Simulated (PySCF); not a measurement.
**Correlation energy of In⁺ (indium, charge +1)**

[Kr] 4d10 5s2, closed-shell 1S. Calculation: PySCF 2.14, in x2c-SVPall (6s5p3d, 36 functions); scalar relativity by spin-free X2C-1e. Frozen: [Kr] 4d10; 2 electrons correlated.

Total MP2 correlation energy: -20.46 mhartree.

Same-spin part 0.00 and opposite-spin part -20.46 mhartree; SCS-MP2 scales them by 1/3 and 6/5 to -24.56 mhartree.

With two correlated electrons CCSD is exact within the correlated space (frozen core and kept virtual orbitals).

```
level  correlation energy (mhartree)
 CCSD                         -30.89
```

Diagnostics: T1 = 0.0051, D1 = 0.0073, largest double amplitude 0.100.

Q: Is a single reference adequate?

A: Mostly. T1 lies below 0.03, but a double amplitude of this size points to a near-degeneracy that CCSD handles and MP2 describes poorly.
